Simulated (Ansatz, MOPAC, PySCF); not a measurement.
System: C4H5N (charge 0, singlet). SMILES: N#CCC=C
Coordinates optimised at B3LYP-D3(BJ)/def2-TZVP (Ansatz, a quantum-chemistry and plane-wave program):
```xyz
10

C     -2.1869     0.0014    -0.0997
C     -1.0155     0.1347     0.5022
C      0.1869    -0.7208     0.1919
C      1.3507     0.0760    -0.1935
N      2.2591     0.7158    -0.4883
H     -3.0292     0.6267     0.1648
H     -2.3480    -0.7354    -0.8782
H     -0.8741     0.8865     1.2709
H     -0.0398    -1.4231    -0.6129
H      0.4670    -1.3137     1.0688
```
Charge 0, spin multiplicity 1.

Quantity: enthalpy of formation at 298 K, in kcal/mol. Set-up: no spin-orbit coupling; non-relativistic; open shells spin-unrestricted; 6-311+G** with 5d; valence correlation only; six Cartesian d functions in 6-31G* and its kin unless marked 5d; LANL2DZ all-electron up to Ne; dispersion terms only where a functional's name holds one. CBS marks a two-point X^-3 extrapolation of the correlation energy; Hartree-Fock from the larger set. [CCSD(T)-MP2]/basis is that difference in the basis named. First-principles rows: single points at B3LYP-D3(BJ) geometries (Ansatz), with unscaled harmonic terms from B3LYP/6-31G* (Ansatz) at its own minima, enthalpies of formation by atomisation with measured atoms. Semi-empirical rows: MOPAC heats of formation at their own minima for 298 K.

Measured values: CRC Handbook, as tabulated in the package chemicals; they hold spin-orbit and core effects, anharmonicity and other conformers. For C=CCC#N (enthalpy of formation at 298 K) the tabulated value and RI-MP2/CBS(aug-cc-pVTZ,aug-cc-pVQZ)+[CCSD(T)-MP2]/aug-cc-pVTZ (Ansatz) part by 5.6 kcal/mol: another conformer or state, missing terms or a fault of the table's entry are possible. 

Value to compare with, the measured value: 38.2 kcal/mol.

```
level                                                          program  enthalpy of formation at 298 K (kcal/mol)   error
-------------------------------------------------------------  -------  -----------------------------------------  ------
PM3                                                              MOPAC                                       43.8     5.6
HF/STO-3G                                                       Ansatz                                      245.5   207.3
PBE/STO-3G                                                      Ansatz                                     -129.2  -167.4
PBE/3-21G                                                       Ansatz                                       24.1   -14.1
B3LYP/STO-3G                                                    Ansatz                                      -73.2  -111.4
B3LYP/6-31G*                                                    Ansatz                                       48.6    10.4
PBE0/6-311+G**                                                  Ansatz                                       41.8     3.6
MP2/STO-3G                                                      Ansatz                                       71.9    33.7
MP2/LANL2DZ                                                     Ansatz                                      196.9   158.7
B3PW91/6-31G* (5d)                                               PySCF                                       42.8     4.6
PBE/def2-TZVPD                                                  Ansatz                                       10.0   -28.2
B3LYP/def2-TZVPD                                                Ansatz                                       45.5     7.3
wB97X-V/def2-TZVPD                                              Ansatz                                       42.4     4.2
RI-MP2/CBS(aug-cc-pVTZ,aug-cc-pVQZ)+[CCSD(T)-MP2]/aug-cc-pVTZ   Ansatz                                       43.8     5.6
```

Among the 10 habitual levels, HF/STO-3G lies farthest from the measured value (207.3 kcal/mol); 7 of 10 lie above it, and their mean absolute error is 71.7 kcal/mol, the median 23.9. One case shows no general order.

The levels are drawn from those run, B3LYP/6-31G* more often than the rest, none by its result; left out are runs that failed, that the program found above a lower state of the same kind, or whose <S^2> lies over 0.5 above the pure value.
